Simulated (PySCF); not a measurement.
**Ionisation energy of Ce³⁷⁺ by level of theory**

Ce³⁷⁺ [Ar] 3d3 (4F) → Ce³⁸⁺ [Ar] 3d2 (3F), as a difference of total energies. Calculation: PySCF 2.14, in an even-tempered Gaussian basis (18 s from 6.2 bohr⁻², ratio 2.5; 12 p from 8.1 bohr⁻², ratio 2.5; 8 d from 8.1 bohr⁻², ratio 2.5; 4 f from 30 bohr⁻², ratio 2.7; 3 g from 46 bohr⁻², ratio 2.7); the spin-free X2C one-electron Hamiltonian (Gaussian nucleus). Correlated levels: outer shells: [Ne] frozen; virtual orbitals above 40 to 60 times the deepest correlated orbital energy dropped. The calculations carry no spin-orbit coupling.

| method | ionisation energy (eV) |
| --- | --- |
| UHF | 2594.2 |
| LDA | 2593.8 |
| PBE | 2593.8 |
| PBE0 | 2594.3 |
| r2SCAN | 2595.5 |
| BHandHLYP | 2594.8 |
| BLYP | 2593.9 |
| MP2 (outer shells) | 2594.3 |
| SCS-MP2 (outer shells) | 2594.0 |

Spin-orbit coupling is strong in these open shells (close to jj coupling). The scalar numbers leave it out and a first-order estimate fails, so it can dominate the gap to the real levels.

Breit and QED terms and the two-electron picture change are absent.

For comparison: 2600 ± 4 eV (theoretical estimate listed by NIST; NIST Atomic Spectra Database, ionization energies).
